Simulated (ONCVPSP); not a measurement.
## Before and after: ONCV potential for Si

silicon (Si), optimised norm-conserving Vanderbilt (ONCV), made with ONCVPSP 4.0.1 (PBE, scalar-relativistic). Core [Ne], reference 3s2 3p2. Waves: 3s: rc 1.70 bohr, ncon 5, nbas 9, qcut 3 1/bohr, local; 3p: rc 2.15 bohr, ncon 4, nbas 9, qcut 4.1 1/bohr, 2 projectors, debl 0.3 Ha. Local part: the s channel. Core correction: Teter function, fcfact 1.75, rcfact 1.2.

Change: s: qcut 1.8.

Cutoffs: the cutoffs (Ha) at which the residual kinetic energy of the hardest occupied pseudo-wave falls to 1 and 0.1 mHa per electron; they do not see the model core or the augmentation charge, which bear on the density cutoff. Errors are all-electron minus pseudo energies relative to the spin-unpolarised reference configuration.

Task: What does the change do?

Result: The potential gets harder (18 Ha and 64 Ha → 52 Ha and 72 Ha); of the 4 tests that both files solve, the error grows in 1 and shrinks in 1 by more than 15 % and 0.3 meV (median size 0.7 → 2.9 meV); neither file shows a bound ghost.

```tsv
quantity	base	changed
cutoff, loose	18 Ha	52 Ha
cutoff, tight	64 Ha	72 Ha
loose cutoff by channel	s 18 Ha, p 3.1 Ha	s 52 Ha, p 3.1 Ha
bound ghosts	none	none
GHOST(+) flags under 300 eV	none	none
error for 3s2 3p1, meV [ΔE 7.74 eV]	-0.9	-0.3
error for 3s2 3p0, meV [ΔE 23.73 eV]	+0.6	+5.6
error for 3s1 3p0, meV [ΔE 57.70 eV]	+50	+55
error for 3s2 3p1.5, meV [ΔE 2.92 eV]	-0.3	-0.2
s: phases at 1.73 bohr within 0.05 rad from the reference energy up to (Ha; the scan ends near 5)	1.9	1.6
p: phases at 2.18 bohr within 0.05 rad from the reference energy up to (Ha; the scan ends near 5)	2.4	2.4
rms error of d²Exc/dni dnj with the model core, mHa	0.75	0.70
```
